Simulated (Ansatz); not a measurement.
Consider the hydrogenolysis of a C–B bond: `BCC(C)C` + H₂ → `CC(C)C` + BH₃.

Gas-phase electronic energies from Ansatz, PBE0-D4/def2-TZVP geometries. CCSD(T)/CBS is the MP2 limit (def2-TZVPP, def2-QZVPP) plus CCSD(T) − MP2 in def2-TZVPP, frozen cores. This one scheme is used for every species. DFT in def2-TZVPP. One conformer a species, not always the lowest.

```tsv
level	ΔE (kJ/mol)
r2SCANh	-11.7
CAM-B3LYP	-22.0
```

Q: What does CCSD(T)/CBS give? (Estimate.)

A: The calculation gave: -14.5 kJ/mol. The listed levels differ from it by 2.8, -7.5 kJ/mol.

Largest T1 diagnostic among the species: 0.009.

In def2-TZVPP, CCSD(T) changes the Hartree–Fock value by +26.0 kJ/mol (the triples alone add +4.7 kJ/mol) and MP2 by +29.8 kJ/mol. From r2SCAN to r2SCAN0 (25 % exact exchange), in def2-TZVPP and without D4, ΔE moves by −4.3 kJ/mol. Leaving LDA and LC-ωPBE aside and taking each functional with its dispersion term where it has one, the values, not all of them listed here, spread over 18.2 kJ/mol, from BHLYP-D4 to revPBE-D4. LDA lies +14.1 kJ/mol from PBE without D4.
